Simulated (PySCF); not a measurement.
## Polarisability and C₆ of Os+ (osmium, charge +1)

[Xe] 4f14 5d5 6s1 6p1, high-spin 8P determinant (an excited configuration). All numbers are calculated (PySCF 2.14, a scalar-relativistic core potential, in aug-cc-pwCVTZ-PP with ECP60MDF). Coupled (time-dependent) response in atomic units; α is the mean over directions.

```json
{"method": "UHF", "mean α (bohr³)": "37.45", "α xx, yy, zz": "35.76, 40.83, 35.76", "C₆ (like pair)": "344.3", "S(−4)": "503.4"}
{"method": "PBE", "mean α (bohr³)": "38.20", "α xx, yy, zz": "33.83, 46.94, 33.83", "C₆ (like pair)": "347.7", "S(−4)": "586.3"}
```

S(−4) is the Cauchy moment in α(ω) = α(0) + S(−4) ω² + …

Spin-orbit coupling is absent.

α(iu) at PBE:

```csv
u (hartree),α(iu) (bohr³)
0,38.20
0.0500,36.81
0.100,33.35
0.200,25.17
0.300,18.87
0.500,11.77
0.750,7.683
1.00,5.560
1.50,3.399
2.00,2.316
3.00,1.271
5.00,0.5418
```

A single London oscillator, α(iu) = α/(1 + u²/ω²), gives C₆ = (3/4) ω α². Matching the computed C₆ needs ω = 4 × 347.7 / (3 × 38.20²) = 0.318 hartree.

For an ion, C₆ is the dispersion term alone; charge-induced terms of lower order in 1/R come first.

The components differ because the open shell of this determinant is not spherical; for a pure term their mean is the scalar polarisability.

Energies and moments cover only the electrons outside the core potential. Spin-orbit coupling, absent here, splits the open shell strongly.
